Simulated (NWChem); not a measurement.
# SiH$_{2}$SO, singlet; SMILES O[Si]S

```xyz
5

Si    -0.6845    -0.6758     0.0000
O      0.7032    -1.5963     0.0000
H      1.5889    -1.1990     0.0000
S      0.2078     1.3380     0.0000
H     -0.9564     2.0218     0.0000
```
Atoms are numbered in this order, from 1.

Low-valent species are run as closed-shell singlets; no triplet was tried in these runs. Structure relaxed at the B3LYP/6-31G* (spherical d) level.

Symmetry labels are those of Cs in the frame above (b1 and b2, or b-type labels, depend on it).

**Question.** List the 4 lowest vertical singlet excitations from LRC-wPBEh/def2-SVP, TDA (NWChem).

**Answer.** 
```json
[
 {"state": "S1", "energy (eV)": "4.41", "oscillator strength": "0.062", "symmetry": "a\"", "leading excitation (squared amplitude)": "HOMO → LUMO (0.97)"},
 {"state": "S2", "energy (eV)": "5.46", "oscillator strength": "0.022", "symmetry": "a'", "leading excitation (squared amplitude)": "HOMO−1 → LUMO (0.83)"},
 {"state": "S3", "energy (eV)": "6.53", "oscillator strength": "0.125", "symmetry": "a'", "leading excitation (squared amplitude)": "HOMO → LUMO+1 (0.69)"},
 {"state": "S4", "energy (eV)": "6.61", "oscillator strength": "0.002", "symmetry": "a\"", "leading excitation (squared amplitude)": "HOMO−1 → LUMO+1 (0.78)"}
]
```
